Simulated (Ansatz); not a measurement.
`C=C=C(C)I`, charge 0, multiplicity 1.

Problem. Give a relaxed structure at PBE0-D4/def2-TZVP (Ansatz). (Best estimate.)

Solution. The calculation gave: 
```xyz
10

C     0.429    1.789   -1.081
C    -0.048    0.798   -0.385
C    -0.511   -0.193    0.307
C     0.203   -1.456    0.654
I    -2.487   -0.037    1.034
H     0.315    1.825   -2.160
H     0.950    2.613   -0.604
H     0.271   -1.575    1.738
H    -0.332   -2.323    0.260
H     1.210   -1.440    0.235
```
Point group Cs.
This is one stationary point; other conformers may exist.
